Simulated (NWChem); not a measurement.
System: CH4SSi, singlet; SMILES C[Si]S

```xyz
7

Si    -0.7904    -0.5603    -0.0029
C      0.7862    -1.6618    -0.0029
H      0.8801    -2.1107     0.9981
H      1.7346    -1.1691    -0.2419
H      0.6411    -2.5017    -0.6955
S      0.2454     1.3403    -0.0023
H     -0.8345     2.1524     0.0343
```
Atoms are numbered in this order, from 1.

Computed with NWChem. Low-valent species are run as closed-shell singlets; no triplet was tried in these runs. The geometry was optimised at B3LYP/6-31G* (spherical d). Level PBE/def2-SVP: energy and gradient on several grids; changes count from the extra-fine grid, which is no exact limit either.

| grid | size of the energy change (μHa) | largest change of a gradient component (μHa/bohr) | time, medium = 1 (rough) |
|---|---|---|---|
| xcoarse | 50 | 500 | about 1 |
| coarse | 40 | 400 | about 1 |
| medium | < 10 | 50 | about 1 |
| fine | < 10 | < 30 | about 1 |
| xfine | < 10 | < 30 | 2 |
